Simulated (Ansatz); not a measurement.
Calculated with Ansatz (gas phase, PBE0-D4/def2-TZVP geometries, no zero-point term in ΔE). CCSD(T)/CBS adds triple-zeta CCSD(T) − MP2 to the extrapolated MP2 energy (def2 sets, frozen cores). This one scheme is used for every species. DFT in def2-TZVPP. B3LYP here is the variant with VWN-RPA as its local correlation; programs differ in this. Triplets are unrestricted, without spin–orbit coupling. Elements past krypton have def2 core potentials. For Sn outer-core shells are correlated without core-valence functions, which leaves a few kJ/mol of doubt a bond. One conformer a species, not always the lowest.

Reaction (formal loss of a carbene): `[CH3][SnH2][CH2]Cl` → `Cl[CH2][SnH3]` + `[CH2]` (triplet)

```
         level  ΔE (kJ/mol)
        PBE-D4        468.7
         B3LYP        444.9
MP2/def2-TZVPP        471.9
 MP2/CBS(def2)        487.6
```

**Question.** What does CCSD(T)/CBS give? (Estimate.)

**Answer.** Computed: +470.0 kJ/mol. The listed levels differ from it by -1.3, -25.1, 1.9, 17.6 kJ/mol.

Largest T1 diagnostic among the species: 0.012.

In def2-TZVPP, CCSD(T) changes the Hartree–Fock value by +144.1 kJ/mol (the triples alone add +12.3 kJ/mol) and MP2 by +161.6 kJ/mol. From PBE to PBE0 (25 % exact exchange), in def2-TZVPP and without D4, ΔE moves by −8.5 kJ/mol.
